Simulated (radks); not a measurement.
Values are calculated unless marked as measured or tabulated.
Question: Bi XXVIII, 56 electrons, occupied as [Kr] 4d10 4f10. Code: a radial shooting solver on a logarithmic mesh with Libxc functionals. Model: Dirac Kohn-Sham, PBE, spin-unpolarised, spherical densities, point nucleus; open shells are shared between the two j in proportion to 2j + 1.

Spin-orbit splittings of the eigenvalues, e(l+1/2) - e(l-1/2), with zeta = 2 splitting/(2l+1) and mean radii in bohr:

shell  occ.  splitting (eV)  zeta (eV)  <r> j=l-1/2  <r> j=l+1/2
2p        6            2321       1548      0.05387      0.06291
3p        6           521.8      347.9       0.1612       0.1776
3d       10           110.7      44.29       0.1541       0.1590
4p        6               ?          ?       0.3686       0.3995
4d       10           26.56      10.63       0.3969       0.4060
4f       10           6.782      1.938       0.3923       0.3964

Estimate the 4p splitting.

Answer: 136.5 eV (zeta = 91.01 eV).
